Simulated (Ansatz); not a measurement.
Frontier orbitals of BrF$_{2}$HSi, SMILES `F[SiH](F)Br`.

Cartesian coordinates in Å:
```
F 0.196 -0.515 -1.507
Si -0.085 -0.095 -0.012
F -1.420 0.745 0.004
Br 1.556 1.158 0.698
H -0.246 -1.294 0.816
```

The species carries charge 0 and has multiplicity 1. Correlated methods include outer-core shells of Br, which these sets cover unevenly. Scalar relativity is left out up to krypton. Geometry: relaxed with PBE0-D4/def2-TZVP. Basis def2-TZVPP, Ansatz.

| functional | HOMO (eV) | LUMO (eV) | gap (eV) |
| --- | --- | --- | --- |
| LDA (SPW92) | -8.08 | -0.91 | 7.17 |
| PBE | -7.92 | -0.63 | 7.29 |
| B97M-V | -8.35 | -0.29 | 8.06 |
| PBE0 | -9.25 | 0.33 | 9.58 |
| HSE06 (plane-wave form) | -8.85 | -0.05 | 8.80 |
| BHLYP | -10.40 | 1.30 | 11.70 |
| ωB97X-V | -11.63 | 2.53 | 14.16 |
| ωB97M-V | -11.48 | 2.24 | 13.72 |

From PBE to PBE0 the HOMO moves by −1.33 eV and the LUMO by +0.97 eV, and with ωB97M-V by −3.56 and +2.88 eV, so the gap grows from 7.29 to 13.72 eV with exact exchange. A positive LUMO is unbound and depends on the basis.
